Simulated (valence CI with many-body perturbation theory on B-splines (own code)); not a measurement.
# Valence orbitals of Hg59+

Computed by relativistic CI+MBPT: three valence electrons over a frozen Dirac-Fock core [Ar], radial functions for each j: 9 s, 9 p, 10 d, 8 f, 5 g, 3 h, 1 i, with the one-electron correlation potential Σ1 (screened to all orders), the two-electron term Σ2, the three-electron term Σ3, Breit, model QED; selected single and double excitations, second order for the rest (own B-spline code, finite nucleus).

The last digits are not significant, and no measured levels were compared; by estimate large intervals hold to a few tenths of a per cent, small ones and those within an open d or f shell to about a per cent. The list stops below the first excitations out of the core. Only levels of the ground parity were solved; by the run's estimate the other parity begins above the list, which can be wrong where configurations are misplaced.

These are the spectroscopic orbitals of the CI (the correlating ones are not listed), shaped by the core and the other valence electrons. h is the expectation value of the core's Dirac-Fock operator, without the valence repulsion; Σ1 is computed up to l = 3 at one energy for each symmetry, that of its lowest orbital but kept below the first core excitation, so for empty shells it is not the orbital's own correlation shift; Breit and QED include the response of the core.

| Orbital | h (hartree) | Σ1 (cm⁻¹) | Breit (cm⁻¹) | QED (cm⁻¹) | ⟨r⟩ (bohr) |
| --- | --- | --- | --- | --- | --- |
| 4s1/2 | -144.84 | -8827 | 22959 | 18024 | 0.3280 |
| 5s1/2 | -89.116 | -3401 | 10977 | 8835 | 0.5324 |
| 6s1/2 | -60.339 | -1711 | 5993 | 4939 | 0.7875 |
| 4p1/2 | -141.27 | -11664 | 36797 | 1254 | 0.3209 |
| 5p1/2 | -87.345 | -4202 | 17945 | 637 | 0.5280 |
| 6p1/2 | -59.337 | -2070 | 9877 | 362 | 0.7857 |
| 4p3/2 | -134.18 | -10557 | 20557 | 2657 | 0.3392 |
| 5p3/2 | -83.874 | -4016 | 10175 | 1339 | 0.5507 |
| 6p3/2 | -57.384 | -2017 | 6289 | 761 | 0.8131 |
| 3d3/2 | -239.28 | -22551 | 44329 | -2838 | 0.1492 |
| 4d3/2 | -129.39 | -11618 | 17206 | -810 | 0.3180 |
| 5d3/2 | -81.557 | -4454 | 8394 | -361 | 0.5346 |
| 3d5/2 | -235.1 | -19865 | 23986 | -544 | 0.1532 |
| 4d5/2 | -127.78 | -10806 | 9244 | 22.1 | 0.3229 |
| 5d5/2 | -80.751 | -4076 | 4464 | 48.7 | 0.5406 |
| 4f5/2 | -123.54 | -30266 | 2988 | -677 | 0.2843 |
| 5f5/2 | -78.789 | -11519 | 1291 | -315 | 0.5060 |
| 4f7/2 | -122.93 | -22777 | 385 | -297 | 0.2866 |
| 5f7/2 | -78.463 | -8734 | 275 | -122 | 0.5088 |
| 5g7/2 | -77.318 |  | 293 | -105 | 0.4523 |
| 5g9/2 | -77.158 |  | -36.7 | -6.2 | 0.4539 |

Among the shells of the start configuration 3d3, Σ1 is largest in size for 3d3/2, where it is 0.043 % of h.

Lowest root of each symmetry, sizes in configuration state functions:

| J | Parity | Roots | Reference | Variational | Second order | Change by selected CI (cm⁻¹) | Change by second order (cm⁻¹) |
| --- | --- | --- | --- | --- | --- | --- | --- |
| 1/2 | even | 2 | 43 | 3419 | 797 | -6765 | -1 |
| 3/2 | even | 5 | 71 | 6392 | 5133 | -6848 | -1 |
| 5/2 | even | 5 | 79 | 7779 | 5627 | -4942 | -1 |
| 7/2 | even | 3 | 66 | 7623 | 2052 | -6070 | -2 |
| 9/2 | even | 3 | 49 | 6820 | 1839 | -6005 | -1 |
| 11/2 | even | 1 | 25 | 4713 | 2155 | -6178 | -2 |
